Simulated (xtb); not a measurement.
I2, charge +1, doublet, from a rough starting geometry (a state made from the parent by changing its charge; the spin is typed, not shown lowest); xtb with GFN2-xTB.

Input for xtb:
```
$ xtb mol.xyz --gfn 2 --chrg 1 --uhf 1 --opt vtight --json

# file mol.xyz
2

I      1.31760294     0.00195027    -0.01934667
I     -1.32427022    -0.02517515    -0.04316041
```

Output, abridged:

```
   ID    Z sym.   atoms
    1   53 I      1, 2

           -------------------------------------------------
          |                Calculation Setup                |
           -------------------------------------------------

           -------------------------------------------------
          |                 G F N 2 - x T B                 |
           -------------------------------------------------

          ...................................................
          :                      SETUP                      :
          :.................................................:
          :  # basis functions                  20          :
          :  # atomic orbitals                  18          :
          :  # shells                            6          :
          :  # electrons                        13          :
          :  max. iterations                   250          :
          :  Hamiltonian                  GFN2-xTB          :
          :  restarted?                      false          :
          :  GBSA solvation                  false          :
          :  PC potential                    false          :
          :  electronic temp.          300.0000000     K    :
          :  accuracy                    1.0000000          :
          :  -> integral cutoff          0.2500000E+02      :
          :  -> integral neglect         0.1000000E-07      :
          :  -> SCF convergence          0.1000000E-05 Eh   :
          :  -> wf. convergence          0.1000000E-03 e    :
          :  Broyden damping             0.4000000          :
          :  net charge                          1          :
          :  unpaired electrons                  1          :
          ...................................................

 iter      E             dE          RMSdq      gap      omega  full diag
   1     -7.0961803 -0.709618E+01  0.132E+01    2.98       0.0  T
   2     -7.0968243 -0.644062E-03  0.643E+00    2.92       1.0  T
   3     -7.0971356 -0.311296E-03  0.104E+00    2.88       1.0  T
   4     -7.0971881 -0.525050E-04  0.249E-01    2.88       1.0  T
   5     -7.0971891 -0.912266E-06  0.867E-02    2.88       1.0  T
   6     -7.0971892 -0.122500E-06  0.200E-03    2.87      35.3  T
   7     -7.0971892 -0.274003E-10  0.113E-04    2.87     625.4  T
   8     -7.0971892 -0.266454E-14  0.157E-05    2.87    4501.7  T

   *** convergence criteria satisfied after 8 iterations ***

         :::::::::::::::::::::::::::::::::::::::::::::::::::::
         ::                     SUMMARY                     ::
         :::::::::::::::::::::::::::::::::::::::::::::::::::::
         :: total energy              -7.087801213421 Eh    ::
         :: gradient norm              0.008827836464 Eh/a0 ::
         :: HOMO-LUMO gap              2.873196314367 eV    ::
         ::.................................................::
         :: SCC energy                -7.097189173207 Eh    ::
         :: -> isotropic ES            0.138934665169 Eh    ::
         :: -> anisotropic ES          0.003477110055 Eh    ::
         :: -> anisotropic XC         -0.000534764629 Eh    ::
         :: -> dispersion             -0.001180083629 Eh    ::
         :: repulsion energy           0.009387959787 Eh    ::
         :: add. restraining           0.000000000000 Eh    ::
         :: total charge               1.000000000000 e     ::
         :::::::::::::::::::::::::::::::::::::::::::::::::::::

      -----------------------------------------------------------
     |                   =====================                   |
     |                        A N C O P T                        |
     |                   =====================                   |
     |               Approximate Normal Coordinate               |
     |                Rational Function Optimizer                |
      -----------------------------------------------------------
      -----------------------------------------------------------
[...]
 * total energy  :    -7.0878012 Eh     change        0.1776357E-13 Eh
 * total energy  :    -7.0559811 Eh     change        0.3182009E-01 Eh
 * total energy  :    -7.0878654 Eh     change       -0.3188425E-01 Eh
 * total energy  :    -7.0879060 Eh     change       -0.4062138E-04 Eh
 * total energy  :    -7.0879229 Eh     change       -0.1692672E-04 Eh
 * total energy  :    -7.0879229 Eh     change       -0.1973490E-07 Eh
   *** GEOMETRY OPTIMIZATION CONVERGED AFTER 6 ITERATIONS ***
         :: total energy              -7.087922942153 Eh    ::
[...]
         :: -> anisotropic XC         -0.000885715149 Eh    ::
         :: -> dispersion             -0.001180511885 Eh    ::
         :: repulsion energy           0.010766436223 Eh    ::
         :: add. restraining           0.000000000000 Eh    ::
         :: total charge               1.000000000000 e     ::
         :::::::::::::::::::::::::::::::::::::::::::::::::::::

           -------------------------------------------------
          |                Property Printout                |
           -------------------------------------------------

    * Orbital Energies and Occupations

         #    Occupation            Energy/Eh            Energy/eV
      -------------------------------------------------------------
         1        2.0000           -1.0460749             -28.4651
         2        2.0000           -1.0418306             -28.3497
         3        2.0000           -0.8044163             -21.8893
         4        2.0000           -0.7602152             -20.6865
         5        2.0000           -0.7602152             -20.6865
         6        1.5000           -0.7119377             -19.3728
         7        1.5000           -0.7119377             -19.3728 (HOMO)
         8                         -0.6029862             -16.4081 (LUMO)
         9                         -0.3304440              -8.9918
        10                         -0.3304440              -8.9918
        11                         -0.3217787              -8.7560
        12                         -0.3217787              -8.7560
        13                         -0.3078540              -8.3771
        14                         -0.3078540              -8.3771
        15                         -0.2511999              -6.8355
        16                         -0.1998375              -5.4379
        17                         -0.1998375              -5.4379
        18                          0.5910621              16.0836
      -------------------------------------------------------------
                  HL-Gap            0.1089516 Eh            2.9647 eV
             Fermi-level           -0.6846999 Eh          -18.6316 eV

     #   Z          covCN         q      C6AA      α(0)
     1  53 I        0.978     0.500   337.427    31.710
     2  53 I        0.978     0.500   337.427    31.710

 Mol. C6AA /au·bohr⁶  :       1349.708686
 Mol. C8AA /au·bohr⁸  :     123970.076627
 Mol. α(0) /au        :         63.420153

Wiberg/Mayer (AO) data.
largest (>0.10) Wiberg bond orders for each atom

 ---------------------------------------------------------------------------
     #   Z sym  total        # sym  WBO       # sym  WBO       # sym  WBO
 ---------------------------------------------------------------------------
     1  53 I    1.510 --     2 I    1.510
     2  53 I    1.510 --     1 I    1.510
 ---------------------------------------------------------------------------

Topologies differ in total number of bonds
Writing topology from bond orders to xtbtopo.mol

molecular dipole:
                 x           y           z       tot (Debye)
 q only:       -0.006      -0.022      -0.059
   full:       -0.006      -0.022      -0.059       0.161
molecular quadrupole (traceless):
                xx          xy          yy          xz          yz          zz
 q only:        6.134       0.095      -3.069       0.084       0.003      -3.065
  q+dip:        1.941       0.030      -0.973       0.027       0.002      -0.968
   full:        3.504       0.054      -1.754       0.048       0.002      -1.750

optimized geometry written to: xtbopt.xyz

           -------------------------------------------------
          | TOTAL ENERGY               -7.087922942153 Eh   |
          | GRADIENT NORM               0.000061845927 Eh/α |
          | HOMO-LUMO GAP               2.964722842406 eV   |
           -------------------------------------------------

normal termination of xtb
```
